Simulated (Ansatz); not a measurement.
The cation of `[F][InH][F]` at the neutral geometry.

```yaml
crystal:
  periodic: [false, false, false]
  atoms:
    - {symbol: F, position_ang: [-1.694299, -0.668801, 0.241707]}
    - {symbol: In, position_ang: [0.043831, 0.113790, -0.088435]}
    - {symbol: F, position_ang: [1.340799, -1.004712, 0.811211]}
    - {symbol: H, position_ang: [0.365369, 1.499423, -0.984782]}
basis:
  gaussian: {orbitals: def2-TZVPP}
total_charge: 1
magnetization: {spin_polarized: true, initial_magnetization: 1}
hamiltonian: {xc: {name: B2PLYP}}
```

```sh
$ ansatz run in.yaml --threads 2 --pin off --events-out ev --progress --plain
```

It prints (some lines left out):

```
Functional definition: B2PLYP
975 factors; integrals over basis functions are off by at most 8.3e-4 eV
mean field evaluation 1: about -10580.7971 eV, gradient 7.5e1 eV
mean field evaluation 2: about -10580.8426 eV, gradient 7.5e1 eV
mean field evaluation 4: about -10598.3426 eV, gradient 1.1e1 eV
mean field evaluation 8: about -10599.5524 eV, gradient 8.4e-1 eV
mean field evaluation 16: about -10599.6028 eV, gradient 4.4e-2 eV
mean field evaluation 32: about -10599.6029 eV, gradient 3.1e-5 eV
mean field -10599.60461593 eV, -389.5282849653 hartree, gradient 7.9e-6 eV, S^2 0.805176; 6 other end points of the search recorded, 0 dependent functions left out
6 core orbitals not correlated: weight in the atoms' cores, before any rotation towards them, 1.000 or more for the frozen orbitals, at most 0.000 for the correlated occupied ones
reference -10599.60473516 eV, -389.5282893470 hartree; 14, 13 occupied and 106, 107 virtual orbitals, 975 factors
second order -25.69151512 eV of doubles, -0.00000000 eV of singles
Total energy: -10606.54144424 eV, -389.7832087039 hartree
```

It took 36 s on 2 threads of a server CPU on a shared host, with 0.39 GiB of host memory at the peak.
